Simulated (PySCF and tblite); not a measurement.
The numbers below are computed, except where a source is named.
3 regioisomers of C₆H₇BO₂:

```csv
isomer,SMILES
A,[CH2:1]=[C:2]1[CH:3]=[CH:4][CH:5]=[C:6]1[B:7]([OH:8])[OH:9]
B,[OH:1][B:2]([OH:3])[CH:4]=[C:5]1[CH:6]=[CH:7][CH:8]=[CH:9]1
C,[CH2:1]=[C:2]1[CH:3]=[CH:4][C:5]([B:6]([OH:7])[OH:8])=[CH:9]1
```

Each isomer is a Boltzmann average at 298.15 K over at most 6 conformers: GFN2-xTB geometries, energies PBE0/pcSseg-1 (D3(BJ) added where defined), GFN2-xTB thermal terms. Programs: PySCF with density fitting and tblite.

(1) Rank the isomers by free energy at 298.15 K.

## Answers

(1) 
| isomer | ΔG (kcal/mol) | ΔE, lowest conformer | conformers | largest weight % | rms dipole (D) |
| --- | --- | --- | --- | --- | --- |
| A | 0.0 | 0.0 | 2 | 99 | 0.61 |
| C | 4.2 | 5.1 | 2 | 56 | 3.12 |
| B | 5.7 | 6.2 | 2 | 80 | 2.56 |
